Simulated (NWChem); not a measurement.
# SiHCl, singlet; SMILES [SiH]Cl

Low-valent species are run as closed-shell singlets; no triplet was tried in these runs. B3LYP is NWChem's, with the RPA form of VWN correlation.

Task: Give the equilibrium geometry at B3LYP/6-31G* (spherical d) (NWChem) as a Z-matrix, with the point group.

Result: point group Cs; any orientation.
```
Si
H 1 1.5324
Cl 1 2.1104 2 94.85
```
